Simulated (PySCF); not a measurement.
SiCl2I2, SMILES [Si](Cl)(I)(I)Cl.

Geometry: PBE0-D3(BJ)/def2-SVP. The def2 effective core potentials stand for the cores of I; spin–orbit coupling is left out.

Method: PBE/def2-TZVP (PySCF).

Symmetry labels are those of the subgroup C2v that the program uses (full group C2v).

Computed valence orbital energies around the gap with their symmetry:
```tsv
orbital	symmetry	energy (eV)
HOMO−7	A1	-8.72
HOMO−6	A2	-8.65
HOMO−5	B2	-8.32
HOMO−4	B1	-8.07
HOMO−3	A1	-7.44
HOMO−2	B2	-7.16
HOMO−1	A2	-6.94
HOMO	B1	-6.78
LUMO	A1	-2.86
LUMO+1	B1	-1.23
LUMO+2	B2	-1.07
LUMO+3	A1	-0.96
```
